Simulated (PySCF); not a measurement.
From one molecule to another.

First species: C2H9PSSi2.
SMILES with atom numbers: `[PH2:1][SiH2:2][S:3][SiH:4]1[CH2:5][CH2:6]1` (hydrogens: H7, H8 on P1; H9, H10 on Si2; H11 on Si4; H12, H13 on C5; H14, H15 on C6)

Second species: C₂H₉PSSi₂.
SMILES: `P[SiH2][Si@H]1CCS1`

Levels: CAM-B3LYP/def2-SVPD for dipole moment, HOMO energy, LUMO energy, HOMO–LUMO gap, static isotropic polarisability and electronic spatial extent ⟨r²⟩ about the centre of nuclear charge; TDDFT CAM-B3LYP/def2-SVPD for lowest singlet excitation; TDA CAM-B3LYP/def2-SVPD for lowest triplet excitation (Tamm–Dancoff); GFN2-xTB for rotational constant A and rotational constant C. Geometries: GFN2-xTB. Each structure is a single optimised conformer of the isolated species, non-relativistic unless stated; the electronic structure was computed with PySCF and density fitting.

Dipoles, sizes and rotational constants follow the conformer. The torsions of the flexible species, by atom-mapped SMILES:
- `[PH2:1][SiH2:2][S:3][SiH:4]1[CH2:5][CH2:6]1`: P1–Si2–S3–Si4 63°, Si2–S3–Si4–C5 -24°, H–P1–Si2–S3 65°, H–P1–Si2–S3 158°
- `[PH2:1][SiH2:2][Si@H:3]1[CH2:4][CH2:5][S:6]1`: P1–Si2–Si3–C4 112°, H–P1–Si2–Si3 78°, H–P1–Si2–Si3 171°

Values for the first species:

| Quantity | Value |
| --- | --- |
| Dipole moment | 0.93 D |
| HOMO energy | -7.78 eV |
| LUMO energy | 0.69 eV |
| HOMO–LUMO gap | 8.47 eV |
| Lowest singlet excitation | 5.52 eV |
| Lowest triplet excitation (Tamm–Dancoff) | 5.04 eV |
| Static isotropic polarisability | 122.1 au |
| Electronic spatial extent ⟨r²⟩ about the centre of nuclear charge | 1509 bohr² |
| Rotational constant A | 1.989 GHz |
| Rotational constant C | 0.803 GHz |

(1) Estimate the same properties for the second species, and the change in each.

## Answers

(1) 
```tsv
property	first	second	second less first
dipole moment	0.93 D	1.44 D	+0.51 D
HOMO energy	-7.78 eV	-7.84 eV	-0.06 eV
LUMO energy	0.69 eV	0.00 eV	-0.69 eV
HOMO–LUMO gap	8.47 eV	7.84 eV	-0.63 eV
lowest singlet excitation	5.52 eV	4.71 eV	-0.81 eV
lowest triplet excitation (Tamm–Dancoff)	5.04 eV	4.39 eV	-0.65 eV
static isotropic polarisability	122.1 au	125.7 au	+3.6 au
electronic spatial extent ⟨r²⟩ about the centre of nuclear charge	1509 bohr²	1818 bohr²	+309 bohr²
rotational constant A	1.989 GHz	3.762 GHz	+1.773 GHz
rotational constant C	0.803 GHz	0.626 GHz	-0.177 GHz
```

On the first: A dipole of 0.93 D is allowed in C1, and pure rotational transitions are dipole-allowed. The vertical singlet–triplet gap S1 − T1 is 0.48 eV (TDDFT singlet less Tamm–Dancoff triplet). GFN2-xTB frequencies show an imaginary mode (33i cm⁻¹), so this geometry is no minimum at that level.

On the second: No computed singlet falls in the visible range (750 to 380 nm, 1.65 to 3.26 eV); S1 lies 1.45 eV above its blue end. The principal polarisabilities are 104.8, 112.0 and 160.3 au; their mean is the isotropic value.
